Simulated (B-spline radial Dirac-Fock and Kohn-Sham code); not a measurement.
## Auger decay of the L3 hole in Ru⁵⁺

System: Ru⁵⁺, configuration [Kr] 4d3.

Input file task.json (cfg lists n, l and occupation; rrms is the nuclear radius in fm):

```json
{"items": [{
  "Z": 44,
  "q": 5,
  "cfg": [[1, 0, 2], [2, 0, 2], [2, 1, 6], [3, 0, 2], [3, 1, 6], [3, 2, 10], [4, 0, 2], [4, 1, 6], [4, 2, 3]],
  "A": 102,
  "rrms": 4.4809,
  "do": ["binding", "quiet", "decay"],
  "holes": ["K", "L1", "L2", "L3", "M1", "M2", "M3", "M4", "M5", "N1", "N2", "N3"]
}]}
```

Run with: `python xray_run.py task.json out`

Calculated with a radial finite-basis atomic code, using independent-particle rates on relativistic LDA orbitals of the hole state (multipoles up to L = 3, Coulomb Auger matrix elements, transition energies from Dirac-Fock). Kinetic energies are configuration averages from the vacuum level; the two-hole energies are estimated from single-hole states.

```
transition  kinetic energy (eV)  width (meV)  share (%)
   L3-M1M3               1666.2         65.3        3.7
   L3-M2M3               1764.4          109        6.1
   L3-M3M3               1786.5          154        8.6
   L3-M2M5               1946.6         67.9        3.8
   L3-M3M4               1965.7          152        8.5
   L3-M3M5               1972.2          232       13.0
   L3-M4M4               2144.1         21.8        1.2
   L3-M4M5               2147.7          426       23.9
   L3-M5M5               2152.5          287       16.1
   L3-M2N3               2209.2         14.1        0.8
   L3-M3N2               2227.7         18.2        1.0
   L3-M3N3               2232.1         46.1        2.6
   L3-M4N3               2411.9         18.7        1.0
   L3-M5N3               2416.2         31.4        1.8
   L3-M5N4               2465.8         14.9        0.8
   L3-M5N5               2466.5         19.3        1.1
```

The listed channels hold 94 % of the non-radiative rate. Summed by principal shells, of 1.78 eV in all: LMM 86.4 %, LMN 13.0 %, LNN 0.6 %.
